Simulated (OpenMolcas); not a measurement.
Os5+ among 3 point charges of -2 e arranged as a planar triangle (D3h).

```
Program             : OpenMolcas 26.06
Method              : CASSCF
Basis               : ANO-RCC-VDZP [7s6p4d2f1g]
Scalar Hamiltonian  : DKH2, point nucleus
Active space        : 3 electrons in 5 orbitals (5d)
State averaging     : 2S+1 = 4 even, 10 roots; 2S+1 = 2 even, 40 roots
Spin-orbit coupling : state interaction with AMFI integrals over the reference wave functions
```

All point charges move together. At R = 2.07 Å the first state of the same spin is 3057 cm-1, and at R = 2.16 Å it is 1828 cm-1.

Q: A third run gives 6570 cm-1. What distance was it run at?

A: With a power law R^-n the two known points give n = -ln(1828 / 3057) / ln(2.16 / 2.07) = 12.08. Then R = 2.07 × (3057 / 6570)^(1/12.08) = 1.943 Å. The run was at 1.89 Å, so the estimate is off by +0.053 Å.

Without dynamic correlation the repulsion within the d shell is too large (B by tens of per cent), so at a given field states of lower spin stand too high. Spin-orbit coupling mixes the spin-free states strongly: the lowest level takes only 22 % from its leading state, 4A2 (figures for R = 1.89; the like holds for R = 2.07, R = 2.16). The ground term spreads over less than 5000 cm-1, several times less than with real ligands, so orbital moments are less quenched and χT lies further from the spin-only value than at real sites (holds for R = 2.16). This is an electrostatic model: the charges have no orbitals. No measured value stands beside these numbers.
